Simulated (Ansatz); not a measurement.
Basis-set series for `[Cl][Ge]([Cl])([Cl])[SeH]`. Charge 0, multiplicity 1. Geometry: relaxed with PBE0-D4/def2-TZVP. It is one conformer, not always the lowest.

```xyz
6

Cl    0.522    1.912    1.012
Ge    0.395    0.151   -0.181
Cl    1.170    0.577   -2.115
Cl    1.644   -1.303    0.751
Se   -1.790   -0.588   -0.461
H    -1.941   -0.750    0.993
```

```json
{"functional": "PBE0-D4", "basis": "def2-SVP", "functions": "123", "energy (Eh)": "-5857.94459", "HOMO (eV)": "-7.81", "LUMO (eV)": "-1.96"}
{"functional": "PBE0-D4", "basis": "def2-QZVPP", "functions": "418", "energy (Eh)": "-5859.11548", "HOMO (eV)": "-7.93", "LUMO (eV)": "-2.21"}
{"functional": "ωB97M-V", "basis": "def2-SVP", "functions": "123", "energy (Eh)": "-5858.62774", "HOMO (eV)": "-9.95", "LUMO (eV)": "0.16"}
{"functional": "ωB97M-V", "basis": "def2-QZVPP", "functions": "418", "energy (Eh)": "-5859.78519", "HOMO (eV)": "-10.11", "LUMO (eV)": "-0.26"}
```

Task: Give the rows for def2-TZVPP. (Estimate.)

Result: The calculation gave: 
```
functional       basis  functions  energy (Eh)  HOMO (eV)  LUMO (eV)
   PBE0-D4  def2-TZVPP        236  -5858.98028      -7.91      -2.16
   ωB97M-V  def2-TZVPP        236  -5859.65467     -10.08      -0.17
```

Scalar relativity is left out up to krypton.

All numbers were calculated with Ansatz.
